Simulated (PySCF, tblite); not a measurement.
Isomers of C4H5O2P, one GFN2-xTB conformer each. Single-point energies are computed at PBE0/pcSseg-1 (PySCF, gas phase, no added dispersion term), electronic only.

| SMILES | GFN2-xTB relative energy (kcal/mol) |
| --- | --- |
| COc1occp1 | 0.0 |
| CC(=O)CP=C=O | 19.2 |

Conformers: `[CH3:1][O:2][c:3]1[o:4][cH:5][cH:6][p:7]1` with C1–O2–C3–O4 179°; `[CH3:1][C:2](=[O:3])[CH2:4][P:5]=[C:6]=[O:7]` with C1–C2–C4–P5 -175°, C2–C4–P5–C6 -3°.

What does PBE0/pcSseg-1 give for the same structures?

```json
{"SMILES": "CC(=O)CP=C=O", "PBE0/pcSseg-1 E (Eh)": "-646.67962", "PBE0/pcSseg-1 (kcal/mol)": "0.0", "GFN2-xTB (kcal/mol)": "19.2", "point group": "–"}
{"SMILES": "COc1occp1", "PBE0/pcSseg-1 E (Eh)": "-646.67428", "PBE0/pcSseg-1 (kcal/mol)": "3.4", "GFN2-xTB (kcal/mol)": "0.0", "point group": "Cs"}
```

GFN2-xTB puts COc1occp1 lowest instead. As drawn, the lower has a C=O bond and cumulated double bonds, which the higher lacks; the higher has an aromatic ring, which the lower lacks.

Which frontier levels, dipoles and rotational constants go with these structures?

```csv
SMILES,"HOMO (eV, PBE0/pcSseg-1)",LUMO (eV),dipole (D),"A, B, C (MHz)"
CC(=O)CP=C=O,-5.92,-1.74,6.25,"3902, 1794, 1248"
COc1occp1,-6.23,-0.27,0.40,"4693, 1993, 1411"
```

What happens when harmonic zero-point energies from GFN2-xTB frequencies are added?

| SMILES | ZPE (kcal/mol) | electronic (kcal/mol) | with ZPE (kcal/mol) |
| --- | --- | --- | --- |
| CC(=O)CP=C=O | 51.1 | 0.0 | 0.0 |
| COc1occp1 | 52.8 | 3.4 | 5.1 |

The zero-point energies span 1.7 kcal/mol. The order is unchanged.
